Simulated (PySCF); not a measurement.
# TDDFT excited states: C5H8OSi

Compound: C₅H₈OSi.
Geometry (PBE0-D3(BJ)/def2-SVP, Å), atoms numbered from 1 in this order:
```
atom  x, y, z in Å
Si1   -2.305    0.587    0.227
C2    -1.093   -0.867    0.149
C3     0.306   -0.418   -0.116
C4     1.198    0.229    0.808
C5     2.342    0.487    0.116
O6     2.230    0.060   -1.155
C7     1.001   -0.483   -1.291
H8    -2.323    1.305   -1.083
H9    -3.686    0.098    0.533
H10   -1.889    1.544    1.298
H11   -1.435   -1.561   -0.635
H12   -1.152   -1.419    1.103
H13    1.003    0.463    1.853
H14    3.287    0.950    0.388
H15    0.754   -0.879   -2.273
```

Computed, not measured: TDDFT CAM-B3LYP/def2-SVPD, vertical, gas phase, core orbitals frozen in the response (PySCF 2.14.0, density-fitted response routines).

```json
{"state": "S1", "E (eV)": "6.09", "λ (nm)": "203.5", "ν̃ (cm⁻¹)": "49140", "f": "0.111", "main configurations (H = HOMO, L = LUMO)": "H→L+1 (93%)"}
{"state": "S2", "E (eV)": "6.29", "λ (nm)": "197.1", "ν̃ (cm⁻¹)": "50730", "f": "0.0036", "main configurations (H = HOMO, L = LUMO)": "H→L (77%), H→L+3 (10%)"}
{"state": "S3", "E (eV)": "6.73", "λ (nm)": "184.1", "ν̃ (cm⁻¹)": "54320", "f": "0.0089", "main configurations (H = HOMO, L = LUMO)": "H-1→L+1 (48%), H→L+4 (23%)"}
{"state": "S4", "E (eV)": "6.79", "λ (nm)": "182.6", "ν̃ (cm⁻¹)": "54760", "f": "0.0004", "main configurations (H = HOMO, L = LUMO)": "H→L+3 (77%)"}
{"state": "S5", "E (eV)": "7.21", "λ (nm)": "172.0", "ν̃ (cm⁻¹)": "58130", "f": "0.0042", "main configurations (H = HOMO, L = LUMO)": "H→L+2 (36%), H→L+4 (20%), H→L+6 (10%)"}
{"state": "S6", "E (eV)": "7.23", "λ (nm)": "171.5", "ν̃ (cm⁻¹)": "58310", "f": "0.024", "main configurations (H = HOMO, L = LUMO)": "H→L+5 (76%)"}
{"state": "S7", "E (eV)": "7.42", "λ (nm)": "167.0", "ν̃ (cm⁻¹)": "59870", "f": "0.293", "main configurations (H = HOMO, L = LUMO)": "H→L+2 (32%), H-1→L (13%), H→L+4 (11%)"}
{"state": "S8", "E (eV)": "7.53", "λ (nm)": "164.6", "ν̃ (cm⁻¹)": "60760", "f": "0.229", "main configurations (H = HOMO, L = LUMO)": "H-1→L+1 (28%), H-1→L (24%), H→L+4 (22%)"}
{"state": "S9", "E (eV)": "7.57", "λ (nm)": "163.7", "ν̃ (cm⁻¹)": "61090", "f": "0.090", "main configurations (H = HOMO, L = LUMO)": "H-1→L (36%), H→L+7 (21%), H→L+6 (8%)"}
{"state": "S10", "E (eV)": "7.75", "λ (nm)": "160.0", "ν̃ (cm⁻¹)": "62520", "f": "0.0026", "main configurations (H = HOMO, L = LUMO)": "H→L+6 (52%), H→L+7 (20%), H→L+4 (8%)"}
```

Triplets, Tamm–Dancoff:

```tsv
state	E (eV)	λ (nm)	main configurations (H = HOMO, L = LUMO)
T1	3.98	311.5	H→L+1 (84%)
T2	5.18	239.2	H-1→L+1 (51%), H→L+4 (17%)
T3	6.14	202.0	H-1→L+1 (28%), H→L+4 (26%), H→L (15%)
T4	6.22	199.3	H→L (59%), H→L+2 (11%)
```

The lowest singlet comes at 203 nm (588 kJ/mol) in the ultraviolet; it is of moderate strength; its leading configuration is HOMO→LUMO+1 (93%). The most intense listed level is S7 at 7.42 eV (167 nm, f = 0.293), 1.33 eV above S1. Löwdin shares by element: HOMO carbon 77% or more (atoms not listed hold the other 23%); LUMO silicon 32%, hydrogen 15% or more, carbon 12% or more (atoms not listed hold the other 42%). The listed states span 1.66 eV, and the widest gap between neighbours is 0.44 eV (S2 to S3). The oscillator strengths of these states sum to 0.766; summed over the whole spectrum of an exact calculation they would give the number of electrons, 60 (Thomas–Reiche–Kuhn). Orbital energies (eV): HOMO-3 -10.92, HOMO-2 -10.84, HOMO-1 -8.97, HOMO -7.79, LUMO 1.14, LUMO+1 1.22, LUMO+2 1.61. The vertical ionisation energy (ΔSCF) is 8.51 eV, 0.76 eV above S10. Singlets were solved by full linear response, triplets in the Tamm–Dancoff approximation.

One conformer stands for the species.
